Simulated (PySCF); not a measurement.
**Correlation energy of Sn (tin, neutral)**

[Kr] 4d10 5s2 5p2, high-spin 3P determinant. All numbers are calculated (PySCF 2.14, a scalar-relativistic core potential, in cc-pVTZ-PP with ECP28MDF (5s4p3d1f, 39 functions)). Frozen: 4s2 4p6 4d10; 4 electrons correlated.

MP2 pair energies summed by pair of shells (mhartree):

```
 pair  energy  share (%)
5s-5p  -25.86       60.0
5s-5s  -13.11       30.4
5p-5p   -4.10        9.5
```

Total MP2 correlation energy: -43.07 mhartree.

Same-spin part -7.45 and opposite-spin part -35.62 mhartree; SCS-MP2 scales them by 1/3 and 6/5 to -45.23 mhartree.

| level | correlation energy (mhartree) |
| --- | --- |
| CCSD | -56.11 |
| (T) | -1.56 |
| CCSD(T) | -57.67 |

Diagnostics: T1 = 0.0093, D1 = 0.0247, largest double amplitude 0.087.

Cost of the coupled-cluster step: 0.34 s of wall time on 1 thread of Neoverse-V1 (shared host), for 4 correlated electrons.
